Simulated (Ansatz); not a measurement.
Conformers of Cl2H4SSi2 (`Cl[SiH2]S[SiH2]Cl`), each relaxed with PBE0-D4/def2-TZVP in Ansatz. CBS adds the triple-zeta coupled-cluster correction to the MP2 limit.

Not all of them had a frequency check.

Conformer A:

Z-matrix (Å, degrees):
```
Si
S 1 2.135
Cl 1 2.044 2 106.7
H 1 1.480 2 110.5 3 -118.0
H 1 1.479 2 111.2 3 118.4
Si 2 2.123 1 97.8 3 -179.2
Cl 6 2.052 2 112.3 1 75.7
H 6 1.481 2 110.6 1 -43.5
H 6 1.477 2 106.3 1 -165.6
```

Conformer B:

Cartesian coordinates in Å:
```
Cl -2.388 0.029 -0.625
Si -0.950 1.345 0.014
S 0.976 0.849 -0.744
Si 1.128 -1.190 -0.150
Cl 0.779 -1.432 1.856
H -1.250 2.686 -0.529
H -0.971 1.329 1.491
H 0.154 -2.036 -0.868
H 2.523 -1.579 -0.445
```

Task: Which is lowest in electronic energy at CCSD(T)/CBS (frozen core, def2 sets), and by how much? (Best estimate.)

Result: Computed: B; A lies 4.9 kJ/mol higher.

Task: Give the energies relative to B (kJ/mol) with PBE0-D4/def2-TZVPP, B3LYP-D4/def2-TZVPP, B2PLYP/def2-TZVPP, B3LYP/def2-TZVPP, HF/def2-TZVPP, MP2/def2-TZVPP, MP2/CBS(def2). (An estimate is asked.)

Result: The calculation gave: 
```tsv
level	A
PBE0-D4/def2-TZVPP	5.0
B3LYP-D4/def2-TZVPP	6.1
B2PLYP/def2-TZVPP	3.5
B3LYP/def2-TZVPP	2.5
HF/def2-TZVPP	2.0
MP2/def2-TZVPP	4.9
MP2/CBS(def2)	5.6
```

B3LYP here is the variant with VWN-RPA as its local correlation; programs differ in this.
